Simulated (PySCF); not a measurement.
B(H) cation (BH), SMILES [BH] (connectivity only; charge and spin as stated), charge +1, multiplicity 2. Geometry: B3LYP-D3(BJ)/def2-TZVPD. The spin state was assumed, not searched.

All values below come from PySCF 2.14.0 with B3LYP-D3(BJ)/def2-TZVPD.

Harmonic wavenumbers (cm⁻¹): 2537. Rotational constants (GHz): 377.9 (linear); symmetry number 1.

Q: Work out the zero-point energy and the ideal-gas rigid-rotor harmonic-oscillator thermochemistry at 298.15 K and 1 atm.

A: ZPE = ½ Σ hcν = ½ × 2537 cm⁻¹ = 3.63 kcal/mol. H − E(el) = 5.70 kcal/mol. Entropy in cal/(mol K): translation 33.35, rotation 7.55, vibration 0.00, spin 1.38, total 42.28. G − E(el) = -6.91 kcal/mol. Cp = 6.96 cal/(mol K).
